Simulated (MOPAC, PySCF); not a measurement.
C2H6OSi, SMILES `C(O)[SiH]=C` (C–Si–C–O torsion -4°, Si–C–O–H torsion -47°), neutral singlet in the gas phase. 

Cartesian coordinates (Å):
SMILES: C=[SiH]CO
```xyz
10

C      1.7519    -0.4068     0.0449
Si     0.5111     0.7249    -0.2109
C     -1.2997     0.3104     0.1144
O     -1.4958    -1.0354     0.4964
H      2.7852    -0.1921    -0.2008
H      1.5721    -1.3749     0.4984
H      0.7558     2.0629    -0.8005
H     -1.6788     0.9308     0.9323
H     -1.8989     0.5805    -0.7688
H     -1.0028    -1.6002    -0.1053
```
Charge 0, multiplicity 1.

All levels are single points at this geometry (PBE0-D3(BJ)/def2-TZVP); Pople sets use spherical d functions. Orbital energies aren't observables, and empty levels follow the basis.

PBE0-D3(BJ)/def2-TZVP in PySCF gives gap (eV) = 5.56.

### Question
Estimate the gap (eV) from each of these levels: ωB97X-D3(BJ)/def2-TZVP in PySCF; M06-2X/6-31G* in PySCF; HF/3-21G in PySCF; PM6 in MOPAC; PM7 in MOPAC.

### Answer

| level | gap (eV) |
|---|---|
| ωB97X-D3(BJ)/def2-TZVP in PySCF | 9.84 |
| M06-2X/6-31G* in PySCF | 7.59 |
| HF/3-21G in PySCF | 11.32 |
| PM6 in MOPAC | 7.87 |
| PM7 in MOPAC | 8.52 |
